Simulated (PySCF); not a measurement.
In(F)(vinyl)(OEt) (C₄H₈FInO), SMILES C=[CH][In]([F])[O]CC.

The structure is a stationary point at B3LYP-D3(BJ)/def2-SVP. The def2 effective core potentials stand for the cores of In; spin–orbit coupling is left out. The values are those of a single conformer.

All values below come from TDA-B3LYP/def2-SVPD (PySCF).

Vertical excitations. The molecule is in vacuum.

Computed UV-visible absorptions:
| state | energy (eV) | λ (nm) | f | main pairs |
|---|---|---|---|---|
| S1 | 4.50 | 275 | 0.008 | HOMO→LUMO+1 90 % |
| S2 | 4.66 | 266 | 0.005 | HOMO→LUMO 70 %, HOMO−1→LUMO+1 20 % |
| S3 | 4.80 | 258 | 0.001 | HOMO−1→LUMO 97 % |
| S4 | 5.36 | 231 | 0.172 | HOMO−1→LUMO+1 69 %, HOMO→LUMO 22 % |
| S5 | 5.70 | 218 | 0.015 | HOMO−2→LUMO+1 88 % |
| S6 | 5.91 | 210 | 0.008 | HOMO−3→LUMO 89 % |
| T1 | 4.14 | 300 | 0 | HOMO→LUMO 36 %, HOMO−2→LUMO 34 %, HOMO→LUMO+1 17 %, HOMO−2→LUMO+2 8 % |
| T2 | 4.17 | 297 | 0 | HOMO→LUMO+1 67 %, HOMO−2→LUMO 22 % |
Triplets are in the Tamm–Dancoff approximation.
